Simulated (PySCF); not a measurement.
A structure optimised at B3LYP-D3(BJ)/def2-SVP, used in a PySCF frequency run:

```xyz
6

Zr     0.0000     0.0000     0.2154
Cl    -1.9257     1.1118    -0.5594
Cl     1.9257     1.1118    -0.5594
Cl     0.0000    -2.2236    -0.5594
O      0.0000     0.0000     2.1060
H      0.0000     0.0000     3.0671
```
Charge 0, spin multiplicity 1.

Task: Write its SMILES, formula and point group.

Result: [OH][Zr]([Cl])([Cl])[Cl], Cl3HOZr, C3v

Task: What are its rotational constants (standard atomic weights)?

Result: 1.3271, 1.3271, 0.96108 GHz
